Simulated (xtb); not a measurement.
Be(Et)(OH) (C2H6BeO), SMILES C[CH2][Be][OH]. All values are semi-empirical tight-binding results from xtb (GFN2-xTB unless named), good for trends rather than for accurate numbers. Geometry optimised at GFN2-xTB. The values are those of a single conformer.

Optimised geometry:

Bonded distances (Å): Be1–C2 1.739, Be1–O9 1.371, C2–C3 1.537, C2–H4 1.093, C2–H5 1.093, C3–H6 1.088, C3–H7 1.088, C3–H8 1.092, O9–H10 0.941. Bond angles (°): C2–Be1–O9 176.6, Be1–C2–C3 111.9, Be1–C2–H4 113.9, Be1–C2–H5 113.5, C3–C2–H4 106.6, C3–C2–H5 106.6, H4–C2–H5 103.7, C2–C3–H6 111.0, C2–C3–H7 111.1, C2–C3–H8 111.1, H6–C3–H7 107.8, H6–C3–H8 107.9, H7–C3–H8 107.9, Be1–O9–H10 178.9.

For metal compounds this method's bond lengths and energies can be far off.

**Question.** Estimate the properties. (Estimate from the structure and the level; the computed values follow.)

**Answer.** 
| Item | Result |
|---|---|
| point group as xtb finds it | Cs |
| orbital gap | 6.46 eV |
| zero-point energy | 49.6 kcal/mol |
| G − E(el) at 298.15 K (modified RRHO) | 31.8 kcal/mol |

Computed IR lines (harmonic; lines under 4 % of the strongest left out, lines within 3 cm⁻¹ merged):
ν (cm⁻¹): 265 (w), 329 (m), 526 (m), 538 (vs), 594 (m), 1006 (w), 1377 (vs), 2936 (m), 2963 (w), 2976 (m), 3018 (m), 3028 (w), 3868 (w) (against the strongest line: vs over 80 %, s over 45 %, m over 15 %, w over 4 %, vw less)

Computed atomic charges and the Wiberg bond orders between heavy atoms:
charges (e) Be1 0.57, C2 -0.24, C3 -0.09, H4 0.01, H5 0.01, H6 0.01, H7 0.01, H8 0.02, O9 -0.59, H10 0.29. Bond orders Be1–C2 0.94, C2–C3 1.01, Be1–O9 1.21.
